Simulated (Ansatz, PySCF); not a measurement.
HS2, SMILES [S]S (connectivity only; charge and spin as stated), charge -1, multiplicity 1. Atoms are numbered in the order given.

```xyz
3

S     -0.0070     1.1081     0.0000
S     -0.0792    -0.9945     0.0000
H      1.2331    -1.3255     0.0000
```
Charge -1, spin multiplicity 1.

The structure is a stationary point at B3LYP-D3(BJ)/def2-TZVPD. The multiplicity is an assumed one; other spin states were not compared. The isomer is the one that the SMILES or the coordinates give; other isomers of the formula were not compared.

Two levels are set side by side: PBE-D3(BJ)/def2-TZVPD (Ansatz, an electronic-structure program) and B3LYP-D3(BJ)/def2-TZVPD (Ansatz). Each level has its own optimised geometry; the coordinates shown are those of the second. Frequencies come from the Hessian of PySCF at each geometry. Differences are taken from unrounded values.

```json
[
 {"quantity": "mean bond length (Å)", "B3LYP-D3(BJ)": "1.729"},
 {"quantity": "bond S1–S2 (Å)", "B3LYP-D3(BJ)": "2.104"},
 {"quantity": "bond S2–H3 (Å)", "B3LYP-D3(BJ)": "1.353"},
 {"quantity": "highest harmonic wavenumber (cm⁻¹)", "B3LYP-D3(BJ)": "2536"},
 {"quantity": "mean harmonic wavenumber (cm⁻¹)", "B3LYP-D3(BJ)": "1274"},
 {"quantity": "zero-point energy (kcal/mol)", "B3LYP-D3(BJ)": "5.46"}
]
```

**Question.** What does PBE-D3(BJ) give, and how far is it from B3LYP-D3(BJ)? (Estimate from the structure and the level; the computed values follow.)

**Answer.** 
```tsv
quantity	PBE-D3(BJ)	PBE-D3(BJ) minus B3LYP-D3(BJ)
mean bond length (Å)	1.730	0.001
bond S1–S2 (Å)	2.091	-0.012
bond S2–H3 (Å)	1.368	0.015
highest harmonic wavenumber (cm⁻¹)	2434	-102
mean harmonic wavenumber (cm⁻¹)	1235	-39
zero-point energy (kcal/mol)	5.30	-0.17
```
